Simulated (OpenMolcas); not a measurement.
**Fe4+: moving or changing the point charges**

Fe4+ among 6 point charges of -2.2 e arranged as a trigonal prism (D3h), 1.92 Å from the ion, with a polar angle of 53.5° against the regular 49.1°.
```
   1.5438    0.0000    1.1415  -2.20
  -0.7719    1.3370    1.1415  -2.20
  -0.7719   -1.3370    1.1415  -2.20
   1.5438    0.0000   -1.1415  -2.20
  -0.7719    1.3370   -1.1415  -2.20
  -0.7719   -1.3370   -1.1415  -2.20
```

| Quantity | Value |
| --- | --- |
| Program | OpenMolcas |
| Method | CASSCF |
| Basis | ANO-RCC-VTZP [6s5p3d2f1g] |
| Scalar Hamiltonian | DKH2, point nucleus |
| Active space | 4 electrons in 5 orbitals (3d) |
| State averaging | 2S+1 = 5 even, 5 roots; 2S+1 = 3 even, 45 roots; 2S+1 = 1 even, 50 roots |
| Spin-orbit coupling | state interaction with AMFI integrals over the reference wave functions |

Runs around this geometry, states (labels of D3, the rotations of D3h). Energies in cm-1 above the lowest state or level, χT in cm3 K/mol.

| R (Å) | q (e) | Polar angle / regular | Ground state | First state of that spin | First gap with spin-orbit (degeneracies) | χT at 300 K | First state of another spin |
| --- | --- | --- | --- | --- | --- | --- | --- |
| 1.92 | -1.76 | 1.09 | 5E | 5A1 1387 | 30.1 (1, 2) | 1.872 | 3A2 26474 |
| 1.92 | -2.2 | 1.09 | 5E | 5A1 1721 | 7.6 (1, 2) | 1.987 | 3E 25141 |
| 2.14 | -2.2 | 1.09 | 5E | 5A1 990.1 | 51.5 (1, 2) | 1.729 | 3E 26601 |
| 1.92 | -2.2 | 1.18 | 5E | 5E 990.1 | 4.9 (1, 1) | 1.516 | 3E 24554 |

Taking the first state of the same spin as R^-n, n = -ln(990.1 / 1721) / ln(2.14 / 1.92) = 5.1 between the shortest and longest distance.

Scaling the charges by -1.76 / -2.2 = 0.80 scales the first state of the same spin by 1387 / 1721 = 0.81; with fixed orbitals a first-order splitting would follow the charge.

An orbital doublet at a regular site is open to a Jahn-Teller distortion, which this geometry leaves out. Without dynamic correlation the repulsion within the d shell is too large (B by tens of per cent), so at a given field states of lower spin stand too high. Point charges give a weaker field than real ligands, and real ions of this kind are often low spin; the high spin found here belongs to the model. The ground term spreads over less than 5000 cm-1, several times less than with real ligands, so orbital moments are less quenched and χT lies further from the spin-only value than at real sites. Point charges carry no covalency, so the field is a model and not that of real ligands. No measured value stands beside these numbers.
